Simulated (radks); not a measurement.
Results of a calculation; reference values are marked as such.
Q: The mean radii <r> (bohr) of the occupied orbitals of an atom or ion are listed with their occupations. Level of theory: scalar-relativistic Kohn-Sham, PBEsol, spin-polarised, spherical densities, point nucleus (a radial shooting solver on a logarithmic mesh with Libxc functionals).

| orbital | occ. | <r> |
|---|---|---|
| 1s down | 1 | 0.01866 |
| 1s up | 1 | 0.01866 |
| 2s up | 1 | 0.07896 |
| 2s down | 1 | 0.07896 |
| 2p up | 3 | 0.07058 |
| 2p down | 3 | 0.07058 |
| 3s up | 1 | 0.2049 |
| 3s down | 1 | 0.2049 |
| 3p up | 3 | 0.2049 |
| 3p down | 3 | 0.2049 |
| 3d up | 5 | 0.1856 |
| 3d down | 5 | 0.1856 |
| 4s up | 1 | 0.4589 |
| 4s down | 1 | 0.4589 |
| 4p up | 3 | 0.4879 |
| 4p down | 3 | 0.4879 |
| 4d up | 5 | 0.5233 |
| 4d down | 5 | 0.5232 |
| 5s up | 1 | 1.092 |
| 5s down | 1 | 1.089 |
| 5p up | 3 | 1.264 |
| 5p down | 3 | 1.259 |
| 4f up | 7 | 0.6357 |
| 4f down | 7 | 0.6337 |
| 5d up | 1 | 1.728 |

Name the element and its charge. Open shells, if any, are filled with parallel spins first.

A: Z = 73, tantalum, charge +4: Ta4+ in [Xe] 4f14 5d1. The 1s radius gives Z: for a bare nucleus <r> = (2 gamma + 1)/(2Z) with gamma = sqrt(1 - (Z/c)^2), 0.01844 bohr for Z = 73, and screening makes it slightly larger (0.01866 here). The occupations add up to 69, and the charge is Z minus that.
